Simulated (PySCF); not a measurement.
Magnetisability: SMILES C(=C)CC1=CC=C[SiH2]1, C7H10Si

Geometry (Å), atoms numbered from 1 in this order:
```xyz
18

C     2.806    0.449   -1.101
C     1.991    0.623   -0.079
C     1.260   -0.480    0.626
C    -0.212   -0.303    0.428
C    -1.062    0.120    1.375
C    -2.453    0.270    0.976
C    -2.741   -0.019   -0.300
Si   -1.167   -0.547   -1.191
H     3.303    1.274   -1.583
H     3.021   -0.532   -1.495
H     1.783    1.617    0.296
H     1.500   -0.446    1.694
H     1.577   -1.445    0.225
H    -0.769    0.343    2.393
H    -3.182    0.600    1.704
H    -3.740    0.056   -0.696
H    -1.179   -1.941   -1.637
H    -0.746    0.367   -2.252
```

Method used: GIAO KT2/def2-SVP magnetisability, rotational g tensor and spin-rotation constants, non-relativistic, gas phase (PySCF 2.14.0). Geometry: GFN2-xTB.

Problem. What are the magnetisability and the molar susceptibility?

Solution. Isotropic -1188 × 10⁻³⁰ J/T², or -71.5 × 10⁻⁶ cm³/mol; principal values -1391, -1189, -982 × 10⁻³⁰ J/T², anisotropy 355 × 10⁻³⁰ J/T² (root of half the summed squared differences of the principal values). The susceptibility is in cgs units.

Problem. Split it along the inertial axes a, b, c into diamagnetic and paramagnetic parts about the centre of mass, with the quadrupole moment.

Solution. 
```csv
axis,χ (10⁻⁶ cm³/mol),diamagnetic (10⁻⁶ cm³/mol),paramagnetic (10⁻⁶ cm³/mol),summed x² of all electrons (Å²),quadrupole Θ (D Å)
a,-70.2,-475.4,405.2,253.9,+0.07
b,-62.6,-1203.9,1141.3,82.2,+2.96
c,-81.7,-1425.6,1343.9,29.9,-3.03
```
Anisotropies 2χaa − χbb − χcc = +3.9 and 2χbb − χaa − χcc = +26.8 × 10⁻⁶ cm³/mol. Θ is traceless in Buckingham's convention.

Problem. And the rotational g tensor?

Solution. 
```csv
axis,rotational constant (GHz),g,nuclear part,electronic part
a,3.5110,-0.0455,0.6229,-0.6684
b,1.1160,-0.0194,0.5790,-0.5984
c,0.9258,-0.0062,0.5783,-0.5845
```
Asymmetric top; isotopes 12C, 1H, 28Si; no vibrational averaging.
